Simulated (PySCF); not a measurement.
CaCl, SMILES [Ca+][Cl], charge +1. Geometry optimised at PBE0-D3(BJ)/def2-TZVPD. The multiplicity is an assumed one; other spin states were not compared.

### Question
Give the equilibrium geometry at PBE0-D3(BJ)/def2-TZVPD (PySCF confirms it by a frequency run) as bond lengths and angles, and its point group. (Estimate from the structure and the level; the computed values follow.)

### Answer
point group C∞v.
Atoms: Ca1 Cl2. Bonded distances (Å): Ca1–Cl2 2.318.
Charge +1, spin multiplicity 1.
